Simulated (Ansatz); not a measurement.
Isolated molecules relaxed with PBE0-D4/def2-TZVP in Ansatz; ΔE leaves out vibrations. CBS: MP2 limit from def2 TZ/QZ plus the TZ coupled-cluster correction, frozen cores. DFT in def2-TZVPP. Each species was taken in one conformer, which may not be the lowest.

Consider the ligand exchange at the Si–O bond: `O[SiH](O)O[Si](F)(F)F` + `F[Si](F)(F)S` → `F[Si](F)(F)S[Si](F)(F)F` + `O[SiH](O)O`.

`O[SiH](O)O[Si](F)(F)F`:

Z-matrix (Å, degrees):
```
Si
O 1 1.632
O 1 1.636 2 103.7
O 1 1.626 2 113.7 3 120.5
H 1 1.469 2 113.4 3 -118.9
H 2 0.958 1 119.0 3 -179.3
Si 3 1.591 1 147.1 2 -0.9
H 4 0.959 1 119.3 2 -59.1
F 7 1.571 3 111.4 1 64.0
F 7 1.569 3 109.4 1 -176.9
F 7 1.569 3 112.0 1 -57.2
```

`F[Si](F)(F)S`:

Cartesian coordinates in Å:
```
F -0.140 -1.490 1.224
Si -0.058 -0.123 0.453
F 1.121 0.725 1.059
F -1.373 0.692 0.739
S 0.209 -0.554 -1.573
H 0.243 0.750 -1.902
```

`F[Si](F)(F)S[Si](F)(F)F`:

```xyz
9

F     1.522    1.895   -0.252
Si    0.200    1.321   -0.868
F     0.592    0.174   -1.865
F    -0.509    2.476   -1.657
S    -1.145    0.651    0.603
Si   -0.317   -1.255    0.929
F    -0.801   -2.306   -0.128
F    -0.793   -1.734    2.344
F     1.252   -1.222    0.892
```

`O[SiH](O)O`:

Z-matrix (Å, degrees):
```
Si
O 1 1.641
O 1 1.633 2 105.0
O 1 1.630 2 114.4 3 -119.5
H 1 1.476 2 110.6 3 122.9
H 2 0.958 1 117.9 3 -173.6
H 3 0.958 1 116.6 2 25.4
H 4 0.959 1 117.6 2 72.3
```

| level | ΔE (kJ/mol) |
| --- | --- |
| B97M-V | 79.7 |
| PBE0-D4 | 72.1 |
| LC-ωPBE | 78.3 |
| HF/def2-QZVPP | 114.2 |

Question: What does CCSD(T)/CBS give? (Best estimate.)

Answer: The calculation gave: +84.3 kJ/mol. The listed levels differ from it by -4.6, -12.2, -6.0, 29.9 kJ/mol.

Largest T1 diagnostic among the species: 0.012.

At CCSD(T), def2-SVP lies +6.0 kJ/mol from the extrapolated value and def2-TZVPP +3.2 kJ/mol. From BLYP to BHLYP (50 % exact exchange), in def2-TZVPP and without D4, ΔE moves by +15.2 kJ/mol. Leaving LDA and LC-ωPBE aside and taking each functional with its dispersion term where it has one, the values, not all of them listed here, spread over 32.9 kJ/mol, from revPBE-D4 to BHLYP-D4. LDA lies +3.1 kJ/mol from PBE without D4.
